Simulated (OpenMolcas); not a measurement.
# Ce3+ in a ligand field

Ce3+ with 6 ligands (oxide) in trigonal antiprismatic coordination (D3d) at 2.39 Å, a polar angle of 55.8° against the regular 54.74°. A charge of +1.5 e stands 2.8 Å behind each ligand. Ligand basis ANO-RCC-VDZP.
```
Ce    0.0000    0.0000    0.0000
O     0.0000    1.9774    1.3423
O    -1.7125   -0.9887    1.3423
O     1.7125   -0.9887    1.3423
O     0.0000   -1.9774   -1.3423
O     1.7125    0.9887   -1.3423
O    -1.7125    0.9887   -1.3423
```

```json
{
 "Program": "OpenMolcas",
 "Method": "SS-CASPT2, IPEA 0.25 Eh, imaginary shift 0.1 Eh (closed shells correlated: 5s 5p and the ligand valence shells)",
 "Basis": "ANO-RCC-VDZP [7s6p4d2f1g]",
 "Scalar Hamiltonian": "DKH2, point nucleus",
 "Active space": "1 electron in 7 orbitals (4f)",
 "State averaging": "2S+1 = 2 odd, 7 roots",
 "Spin-orbit coupling": "RASSI with atomic mean-field integrals over the reference wave functions"
}
```

The lowest spin-free states (labels of D3, the rotations of D3d), above the lowest:

| State | Degeneracy | E (cm-1) | Free-ion L (%) |
| --- | --- | --- | --- |
| 2A2 | 1 | 0 | F (100) |
| 2E | 2 | 610 | F (100) |
| 2A1 | 1 | 980 | F (100) |
| 2E | 2 | 1400 | F (100) |
| 2A2 | 1 | 1680 | F (100) |

The lowest levels with spin-orbit coupling:

| E (cm-1) | Degeneracy | Label | 2S+1 | J | |mJ| (%) | g |
| --- | --- | --- | --- | --- | --- | --- |
| 0 | 2 | E1/2 | 2 | 2.54 | 1/2 (68) | 0.47 1.46 1.46 |
| 710 | 2 | E3/2 | 2 | 2.54 | 3/2 (100) | 0.00 0.00 2.68 |
| 920 | 2 | E1/2 | 2 | 2.54 | 5/2 (66) | 0.93 0.93 2.55 |
| 2370 | 2 | E1/2 | 2 | 3.49 | 1/2 (64) | 2.08 3.53 3.53 |
| 2960 | 2 | E3/2 | 2 | 3.48 | 3/2 (100) | 0.00 0.00 3.09 |
| 3190 | 2 | E1/2 | 2 | 3.49 | 5/2 (50) | 0.76 2.62 2.62 |
| 3520 | 2 | E1/2 | 2 | 3.49 | 5/2 (42) | 0.21 3.47 3.47 |

Powder χT (cm3 K/mol): 0.142 at 2 K, 0.151 at 10 K, 0.195 at 50 K, 0.251 at 100 K, 0.362 at 200 K, 0.468 at 300 K. The effective moment at 300 K is 2.828 √(χT) = 1.93 μB.

Hund's rules give f1 the level 2F5/2 with g = 0.857, so an isolated free-ion multiplet has χT = g² J(J+1) / 8 = 0.804 cm3 K/mol. The computed 0.468 at 300 K differs by -42 %, through the field's splitting, the mixing of terms and any other multiplet in reach.

Roots that are degenerate in the reference are averaged as groups; the widest CASPT2 spread within a group is 41 cm-1 (the 2-fold group of multiplicity 2 near 606 cm-1 above the lowest state of its run). Shifts and gaps below about the spread of the groups concerned are not significant. Over all roots computed the reference weight is 0.63; a low but even weight reflects the number of correlated electrons. The oxide ions are held by bare point charges, a crude embedding. Splittings of an f shell from a small cluster at a set distance can be off by tens of per cent, mostly too small. No measured value stands beside these numbers; the geometry was imposed, not optimised, and the real ion may take another.

The CASPT2 steps took 32 s on 1 thread of Arm Neoverse V1, on a shared host; the integral step is not counted.
